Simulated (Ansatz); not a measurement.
`C[NH][GeH]([F])[F]` + H–F → `[F][GeH]([F])[F]` + CH₃NH₂ at 298.15 K and 1 bar (ligand exchange at a Ge–N bond).

Gas-phase electronic energies from Ansatz, PBE0-D4/def2-TZVP geometries. CCSD(T)/CBS is the MP2 limit (def2-TZVPP, def2-QZVPP) plus CCSD(T) − MP2 in def2-TZVPP, frozen cores. This one scheme is used for every species. For Ge outer-core shells are correlated without core-valence functions, which leaves a few kJ/mol of doubt a bond. Scalar relativity is left out up to krypton. Each species was taken in one conformer, which may not be the lowest.

```csv
species,CCSD(T)/CBS energy (Eh),H − E (kJ/mol),S (J/(mol·K))
`C[NH][GeH]([F])[F]`,-2371.54669,198.1,355.7
H–F,-100.39570,33.5,173.6
`[F][GeH]([F])[F]`,-2376.20168,55.1,294.6
CH₃NH₂,-95.75281,180.0,240.4
```

H − E and S are ideal-gas, rigid-rotor, harmonic terms from PBE0-D4/def2-TZVP, for one conformer and one mirror image of each species. 1 Eh = 2625.50 kJ/mol, R = 8.31446 J/(mol·K).

Q: By hand: ΔE, ΔH, ΔS and ΔG.

A: ΔE = (-2376.20168) + (-95.75281) − (-2371.54669) − (-100.39570) = -0.01210 Eh = -31.8 kJ/mol. Δ(H − E) = 55.1 + 180.0 − 198.1 − 33.5 = 3.5, so ΔH = -28.3 kJ/mol. ΔS = 294.6 + 240.4 − 355.7 − 173.6 = 5.7 J/(mol·K). ΔG = -28.3 − 298.15 × (5.7)/1000 = -30.0 kJ/mol.

Q: By hand: the equilibrium constant, and the temperature at which ΔG would vanish if ΔH and ΔS stayed fixed.

A: log₁₀ K = −ΔG/(RT ln 10) = 5.3. ΔH and −TΔS have one sign here, so there is no such temperature.

The number of gas molecules stays the same, so ΔS is small and ΔH decides. A doubt of 5 kJ/mol in ΔE shifts log₁₀ K by 0.9 here. Other conformers and mirror images would add mixing entropy, several J/(mol·K) or more a flexible species. These are equilibria of isolated gas molecules and say nothing of rates. Largest T1 diagnostic: 0.012 (customary marks: 0.02 for closed shells, 0.045 for open ones).

ΔS is within the doubt of such terms, so its sign, and with it that verdict, could turn.
